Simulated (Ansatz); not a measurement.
Born–Oppenheimer molecular dynamics of Cl2F2GeH2 (7 atoms, charge 0, multiplicity 1). It starts at the highest image of a converged band. Of that band: Neighbouring images differ by up to 1.3 eV, so the band resolves the path poorly. A vibrational analysis at the climbing image gives one clearly imaginary mode, 1025i cm⁻¹: a first-order saddle point.

The calculation used RKS r2SCAN-D4/def2-SVP in Ansatz 0.2.0.

```yaml
ensemble: NVE (velocity Verlet)
time_step: 0.5 fs
steps_asked: 200
starting_velocities_drawn_for: 300 K
seed: 4495
```

First frame:

```xyz
7
Properties=species:S:1:pos:R:3
Ge 0.191 0.242 -0.010
Cl 0.596 -0.379 2.329
Cl 2.045 -0.391 -0.810
F -0.490 1.341 -1.169
F -1.076 -0.920 -0.056
H 0.466 1.706 0.896
H 0.576 1.112 1.667
```

(1) How far do the bonds stretch over the last three quarters of this one trajectory? (Pairs bonded in most of those frames.)

Results:

(1) 
```tsv
bond	mean (Å)	spread (Å)	shortest	longest
Ge1–Cl2	2.176	0.155	1.94	2.40
Ge1–Cl3	2.118	0.048	2.05	2.20
Ge1–F4	1.730	0.012	1.71	1.75
Ge1–F5	1.720	0.012	1.70	1.75
H6–H7	0.762	0.015	0.74	0.79
```

Mean temperature of the second half: 2535 K. The conserved energy stayed within 0.073 meV per atom of its start (net change 0.032 meV per atom), so the integration is sound. The kinetic energy rose, since the run started high on the potential surface and went downhill. It ends in pieces (Cl2F2Ge + H2), so much of that is their flight and rotation, not heat. A run of 0.1 ps of so small a system gives no equilibrium averages. The orbitals stay closed-shell, which can raise the energy where a bond breaks towards radicals; this wasn't checked here.

The run took 6.4 min on 4 threads of Arm Neoverse V2, on a shared host, peak memory 0.21 GiB.
